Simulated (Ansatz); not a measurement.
## A rate constant, worked out

An elementary step of CH6GeS, singlet (CH₆GeS ([CH3][GeH2][SH]) → GeH₂S ([S][GeH2]) + CH₄; Ge–C, S–H broken or loosened, C–H formed or tightened). The start structure is the reactant molecule, and the electronic barrier above it is 2.633 eV by CCSD(T) at an estimated basis limit (MP2 extrapolated from triple and quadruple zeta, plus CCSD(T) − MP2 in triple zeta). Program: Ansatz 0.2.0. Basis: def2-TZVPP and def2-QZVPP. Cores are frozen in the correlated methods. Filled d shells of the heavier atoms are correlated. The def2 sets are not built for correlating such inner shells, so the correlated values are less sure here. Extrapolation: Hartree–Fock as exp(−7.88 √X), correlation as X^−2.97. Harmonic wavenumbers at PBE0-D4/def2-TZVP (Ansatz 0.2.0), in cm⁻¹:

Start: 133, 137, 169, 402, 424, 580, 610, 688, 789, 844, 863, 872, 1263, 1450, 1454, 2138, 2161, 2713, 3063, 3153, 3164.

Saddle: 1380i, 71, 276, 411, 493, 502, 508, 559, 759, 776, 879, 1093, 1190, 1396, 1418, 1652, 2119, 2121, 3029, 3122, 3193.

Task: Work out the transition-state-theory rate constant at 700 K from these numbers alone (harmonic vibrations; rotation, path degeneracy and anharmonicity left out), and the Wigner tunnelling factor. Use 1 cm⁻¹ = 1.2398 × 10⁻⁴ eV and k_B = 8.617 × 10⁻⁵ eV/K.

Result: Zero-point energies, half the sums: start 27070/2 cm⁻¹ = 1.6781 eV; saddle, real modes only, 25567/2 cm⁻¹ = 1.5850 eV.
Barrier with zero-point energy: 2.633 + 1.5850 − 1.6781 = 2.5399 eV.
k_BT = 0.06032 eV, so the barrier is 42.11 k_BT.
Vibrational partition functions from the zero-point level, ln q = −Σ ln(1 − exp(−hν/k_BT)): start 7.152, saddle 6.126.
k = (k_BT/h) exp(ln q‡ − ln q) exp(−E0/k_BT), with log₁₀(k_BT/h in s⁻¹) = 13.16: log₁₀ k = 13.16 + (-1.026 − 42.11)/2.3026 = -5.57, so k ≈ 3 × 10^(-6) s⁻¹.
Wigner factor: 1 + (hν‡/k_BT)²/24 = 1 + (2.84)²/24 = 1.34. A change of 1 kcal/mol (0.043 eV) in the barrier would change k by a factor of 2.1 at this temperature.

T1 diagnostic: at most 0.017.

Labels in which every atom is bracketed show which atoms are joined, not bond orders.

For scale, one of the runs: CCSD(T)/def2-TZVPP, 205 basis functions, launched by `ansatz run in.yaml --threads 4 --pin off --events-out ev --progress --plain --max-ram 9574MiB`. The run took 91 s on 4 CPU threads of an Arm Neoverse N1 (shared host), with 2.6 GiB of host memory at its peak.
